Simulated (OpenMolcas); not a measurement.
## Ag VII: effect of correlating more closed shells

```json
{
  "Program": "OpenMolcas",
  "Basis": "ANO-RCC-VTZP [7s6p4d2f1g]",
  "Scalar Hamiltonian": "DKH2, point nucleus",
  "Active space": "5 electrons in 5 orbitals (4d)",
  "State averaging": "2S+1 = 6 even, 1 root; 2S+1 = 4 even, 24 roots; 2S+1 = 2 even, 75 roots",
  "Spin-orbit coupling": "RASSI with atomic mean-field integrals over the reference wave functions, term energies averaged over their components"
}
```

Methods on the same reference wave functions:
A. CASSCF
B. MS-CASPT2, IPEA 0.25 Eh, imaginary shift 0.1 Eh (closed shells correlated: none)
C. MS-CASPT2, IPEA 0.25 Eh, imaginary shift 0.1 Eh (closed shells correlated: 4s 4p)
D. MS-CASPT2, IPEA 0.25 Eh, imaginary shift 0.1 Eh (closed shells correlated: 3d 4s 4p)

Energies in cm⁻¹ above 4d⁵ ⁶S_5/2, the measured ground level; measured values from the list in Gamrath, thesis, University of Mons (2023).

```
               Level      A      B      C      D  Measured
          4d⁵ ⁶S_5/2    0.0    0.0    0.0    0.0       0.0
          4d⁵ ⁴G_5/2  34938  33150  31380  31220     29390
          4d⁵ ⁴G_7/2  35645  34040  32240  32090     30378
         4d⁵ ⁴G_11/2  35833  34300  32510  32360     30662
          4d⁵ ⁴G_9/2  36038  34500  32710  32560     30907
   4d⁵ ⁴P_3/2 [55 %]  39768  36410  34960  34790     32994
   4d⁵ ⁴P_1/2 [68 %]  41188  37780  36500  36330     34605
          4d⁵ ⁴D_7/2  43750  40590  38430  38260     36485
   4d⁵ ⁴D_1/2 [69 %]  45576  42360  40480  40310     38685
   4d⁵ ⁴D_5/2 [56 %]  46264  42930  41150  40970     39299
   4d⁵ ⁴D_3/2 [55 %]  46533  43240  41540  41360          
         4d⁵ ²I_11/2  50764  49480  47030  46820     44011
         4d⁵ ²I_13/2  52061  50970  48450  48240     45546
4d⁵ ²D_3/2(1) [53 %]  57010  52760  50810  50580          
   4d⁵ ⁴F_7/2 [51 %]  58203  53990  51910  51680          
   4d⁵ ⁴F_9/2 [65 %]  58302  54200  52080  51850     49104
          4d⁵ ⁴F_5/2  60055  55740  53870  53640     51049
4d⁵ ²F_7/2(1) [55 %]  61734  57730  55860  55640          
   4d⁵ ²H_9/2 [51 %]  62551  59090  56940  56690          
   4d⁵ ⁴F_3/2 [52 %]  62703  58430  56500  56280          
       4d⁵ ²G_7/2(1)  65641  61950  59070  58810          
         4d⁵ ²H_11/2  65896  63010  61030  60790     57962
       4d⁵ ²F_7/2(2)  70373  65850  62780  62510     59792
          4d⁵ ²S_1/2  76464  70620  67100  66800
```

Deviations, from unrounded energies. A percentage is the sum of absolute deviations over the sum of measured energies, with the sign that they share, or ± where signs differ.

```json
{"Against measurement": "mean absolute deviation (cm-1)", "Levels": "15", "A": "7000", "B": "4300", "C": "2300", "D": "2100"}
{"Against measurement": "other terms of the ground configuration (%)", "Levels": "15", "A": "+17.3", "B": "+10.5", "C": "+5.7", "D": "+5.2"}
```

D lies closest to measurement on these levels and A furthest from it. The largest miss of D in the table is 4d⁵ ²H_11/2, by +2800 cm-1. The ranking rests on the paired levels alone, and a cruder setting can come out closer through cancelling errors.

Among B to D the level of the table that moves most is 4d⁵ ²S_1/2, by 3800 cm-1 (lowest in D, highest in B). Moves below CASPT2's spread within the term are not significant.

The two smallest mean deviations differ by little beside CASPT2's spread within terms, so their order carries little weight.

From A to B the spin-free energies of the other terms of 4d⁵ shown, above ⁶S, scale by factors of 0.92 to 0.98.

The lowest spin-free term lies below A's lowest term by 0.050 hartree in B, 0.314 hartree in C, 0.377 hartree in D.

What an inner shell adds also hangs on whether the basis holds functions to correlate it.

CASPT2 breaks the degeneracy within a term, and the mean is taken; among the terms shown or strongly mixed into the levels shown the widest spread is 680 cm-1 (4d⁵ ⁴F, D). Without dynamic correlation excited terms often stand tens of per cent too high (terms of higher spin than the ground term too low), and those without a measured partner can miss by more than the paired ones (holds for A). Blocks of more than 70 roots (2S+1 = 2 even) ran without multistate coupling (holds for B; C; D). Some levels mix across a computed gap that differs much from the measured one, so their mixing is not that of the real levels (holds for B). Measured partners are found by configuration, term and J. A level has none where our copy of the source lacks it or the pairing is in doubt (some pairs that miss far off the trend of their configuration count as doubtful), and it then counts in no deviation. Only configurations of the active space appear. The table leaves out levels that lie high or whose names do not pair safely across all columns.

A share in square brackets marks a mixed level and gives the weight of the term that names it, the lowest over the columns. A number in round brackets counts repeated terms of one configuration in the order of the reference energies.
